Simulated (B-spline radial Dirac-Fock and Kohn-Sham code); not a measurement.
# How the settings move the core levels of Tl

ΔSCF core binding energies without Breit or QED terms, calculated with an atomic code on a B-spline grid. Keys: rel is the Hamiltonian (dirac, or spin-free x2c and nr, where L3 and M5 stand for the whole 2p and 3d shells), method is hf or an exchange,correlation pair (spin-unpolarised, also for the hole states), nuc the nuclear model, radius_factor scales its radius, rmax is the box in bohr, h the logarithmic mesh step, order the B-spline order, points the quadrature points per cell, c_factor scales the speed of light, and damp, ndamp, maxit and tol steer the iteration. The run stops when the commutator error falls below 10·tol·max(1, Z/10), or the numerical noise floor, and the energy has settled to about 1e-8 Ha; the virial ratio is −V/T.

Base input:

```json
{"items": [{"Z": 81, "q": 0, "cfg": [[1, 0, 2], [2, 0, 2], [2, 1, 6], [3, 0, 2], [3, 1, 6], [3, 2, 10], [4, 0, 2], [4, 1, 6], [4, 2, 10], [4, 3, 14], [5, 0, 2], [5, 1, 6], [5, 2, 10], [6, 0, 2], [6, 1, 1]], "A": 205, "rrms": 5.4759, "do": "settings", "holes": ["K", "L3", "M5"],
  "settings": [{"rel": "dirac", "method": "hf", "nuc": "fermi", "radius_factor": 1.0, "rmax": 45.0, "h": 0.3, "order": 8, "points": 10, "c_factor": 1.0, "maxit": 60, "damp": 0.5, "ndamp": 3, "tol": 1e-08}]}]}
```

The ground state converged in 11 iterations, with total energy -20274.84358 Ha, virial ratio 1.86406 and highest orbital energy -4.80 eV. ΔSCF binding energies: K (1s) 86005.5 eV, L3 (2p3/2) 12700.5 eV, M5 (3d5/2) 2399.4 eV.

Changes from the base run:

```
                               changed setting  Δ total energy (Ha)  Δ K (eV)  Δ L3 (eV)  Δ M5 (eV)  iterations
                                   tol = 1e-06              0.00000      0.00       0.00       0.00           8
                                    damp = 0.0              0.00000      0.00       0.00       0.00          12
                                      h = 0.22             -0.00013      0.00       0.00       0.00          11
                                c_factor = 5.0          +1269.76193  -8222.03     -80.00     +59.59          10
method = "b88,"; radius_factor = 2.0; h = 0.22             +5.32261    -51.11     -44.33     -19.43          10
      nuc = "gauss"; rmax = 80.0; tol = 0.0001             -0.04266     +0.47       0.00       0.00           8
        nuc = "gauss"; order = 6; tol = 0.0001             -0.04119     +0.47       0.00       0.00           8
                               method = "b88,"             -5.35769    +66.01     -45.01     -19.61          10
    nuc = "gauss"; c_factor = 5.0; tol = 1e-06                    ?         ?          ?          ?           ?
                                   rmax = 80.0              0.00000      0.00       0.00       0.00          11
                           radius_factor = 0.5             -3.56318    +38.98      -0.23      -0.06          11
                                 nuc = "gauss"             -0.04266     +0.47       0.00       0.00          11
```

Question: What does the change nuc = "gauss"; c_factor = 5.0; tol = 1e-06 do?

Answer: The total energy moves by +1269.76117 Ha and the binding energies by K -8222.02 eV, L3 -80.00 eV, M5 +59.59 eV; the run takes 8 iterations.
